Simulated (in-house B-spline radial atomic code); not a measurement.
Results of a calculation; reference values are marked as such.
**K in an electron gas of r_s = 2.07: phase shifts, screening, friction and resistivity**

A nucleus sits in a uniform electron gas with a rigid positive background. The Kohn-Sham equations are solved self-consistently in the spin-unpolarised LDA (PW92), non-relativistic, on B-splines with outgoing waves at the boundary and partial waves to l = 8. The model has no lattice, no bands and no magnetic solution. Atomic units; δ_l are the phase shifts at the Fermi level, counted so that each bound state adds π, and good to about 0.0005.

The density parameter is r_s = 2.07 bohr, near that of the valence electrons of Al (3 per atom, density 2.7 g/cm³, mass 26.98 u, which gives r_s = 2.07).

| l | δ_l (rad) |
| --- | --- |
| 0 | 8.2209 |
| 1 | 5.7184 |
| 2 | 0.8270 |
| 3 | 0.0379 |
| 4 | 0.0057 |
| 5 | 0.0012 |
| 6 | 0.0001 |
| 7 | 0.0000 |
| 8 | -0.0001 |

Bound levels below the band bottom (hartree): s -127.9, s -12.33, p -9.771, s -0.8344, p -0.2659.

(1) Check the Friedel sum rule, and say where the screening charge sits.

(2) Find the transport cross section and the electronic stopping of a 1 keV K ion (mass 39.1 u).

(3) What residual resistivity would 1 atomic per cent of such centres give in Al?

(4) On a substitutional site the background of one host ion, a sphere holding 3 charges, is taken out. The phase shifts for l = 0 to 4 become 7.9136, 5.4948, 0.1791, -0.0136, -0.0052. What follows?

Answers

(1) k_F = (9π/4)^(1/3)/r_s = 0.92713. The rule is Z = (2/π) Σ (2l + 1) δ_l. The terms are s 5.234, p 10.921, d 2.632, f 0.169 and 0.041 beyond, in all 18.997 against Z = 19. Bound states hold 6 s, 12 p, 0 d electrons, so the scattering states carry 1.00 in all; where a term is smaller than its bound count, the bound level has drawn weight out of the band.

(2) σ_tr = (4π/k_F²) Σ (l + 1) sin²(δ_l − δ_(l+1)). The terms for l = 0 to 3 are 0.3558, 1.9366, 1.5111, 0.0041, all together 3.8077, so σ_tr = 14.619 × 3.8077 = 55.667 bohr². With n = 3/(4π r_s³) = 0.02692, the friction coefficient is Q = n k_F σ_tr = 1.3891. For v well below v_F = 0.927, dE/dx = Q v; with 24801 eV per u at v = 1, v = √(1000/(24801 × 39.1)) = 0.0321, so dE/dx = 0.04461 hartree/bohr = 22.9 eV/nm. The largest term couples the p and d waves.

(3) Δρ = k_F n_i σ_tr/n in atomic units of 21.74 μΩ·cm. With one host atom per 3 electrons, n_i/n = 0.01/3, so Δρ = 0.9271 × 0.00333 × 55.667 × 21.74 = 3.74 μΩ·cm. This is an atom added to the gas, as on an interstitial site.

(4) The Friedel sum is now 16.01, for Z − 3 = 16. The sum in σ_tr is 1.9041, so σ_tr = 27.84 bohr² and Δρ = 1.87 μΩ·cm per atomic per cent, 0.50 times the value above. A real host ion scatters too, so this model doesn't give zero even for the host's own atom.
